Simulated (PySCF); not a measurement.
CH7FN2Si, SMILES CN[Si@H](N)F.

The structure is a stationary point at r2SCAN-D4/def2-SVP. The structure was generated by enumeration; whether it is a known compound was not checked. One conformer was computed; it need not be the lowest.

The numbers are results of PySCF with SMD-ωB97X/def2-SVP, not measurements.

Solvation free energies are E(SMD) − E(gas) at the gas-phase geometry, for 1 M in both phases. In vacuum the dipole moment is 2.29 D.

| solvent | ΔG(solv) (kcal/mol) | its non-electrostatic (CDS) part | dipole (D) |
|---|---|---|---|
| water | -2.0 | 4.3 | 2.76 |
| diethylether | -3.9 | 0.4 | 2.61 |
| chloroform | -4.0 | 0.5 | 2.62 |
